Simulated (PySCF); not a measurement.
## A computed series M(BH4)3

Computed with PySCF 2.14.0, PBE0, def2-SVP on the ligands, density fitting, scalar-relativistic core potentials, no spin-orbit coupling, vacuum. Each member is relaxed from one template within its symmetry. Distances are means of the shortest metal–ligand contacts, charges and spins Mulliken's; removal energies are rigid, with the ligand's formal charge and no counterpoise, so too large; for an anion taken off a cation in vacuum most of it is the attraction of opposite charges, and multiply charged cations can part far more cheaply with an electron moved from ligand to metal. lcecp potentials hold a fixed number of 4f electrons in the core, out of states, spins and gaps.

| metal | basis on the metal | point group | M–BH4 (Å) | charge on M (e) | dipole (D) | removal of one BH4 (eV) | strongest infrared band, degenerate modes summed (cm⁻¹) | unstable modes (below −25 cm⁻¹) |
| --- | --- | --- | --- | --- | --- | --- | --- | --- |
| Ce | lcecp-1-SVP with ECP47 | C3h | 2.371 | 0.89 | 0.00 | 7.95 | 2248 | 0 (lowest -21 cm⁻¹, within noise) |
| Bi | def2-SVP with ECP60 | C3 | 2.064 | 0.67 | 1.62 | 7.94 | 1994 | 0 |

What does the calculation give for Er, lcecp-1-SVP with ECP57?

point group: C3h, M–BH4 (Å): 2.226, charge on M (e): 0.60, dipole (D): 0.00, removal of one BH4 (eV): 8.47, strongest infrared band, degenerate modes summed (cm⁻¹): 1225, unstable modes (below −25 cm⁻¹): 0.
```xyz
16

Er    0.0000    0.0000    0.0000
B     2.4122    0.0144    0.0000
H     3.6156   -0.0169    0.0000
H     1.9074   -0.5683    0.9976
H     1.9074   -0.5683   -0.9976
H     1.9395    1.1695    0.0000
B    -1.2186    2.0818    0.0000
H    -1.7932    3.1397    0.0000
H    -0.4615    1.9360    0.9976
H    -0.4615    1.9360   -0.9976
H    -1.9826    1.0949    0.0000
B    -1.1936   -2.0962    0.0000
H    -1.8224   -3.1228    0.0000
H    -1.4459   -1.3677    0.9976
H    -1.4459   -1.3677   -0.9976
H     0.0431   -2.2644    0.0000
```

Members with unstable modes aren't minima as they stand: saddle points kept by symmetry or, where the modes are soft, flat surfaces and noise. Moved off a saddle point of the template and relaxed again: Bi. One start shape was tried for each, so a minimum needn't be the lowest isomer.
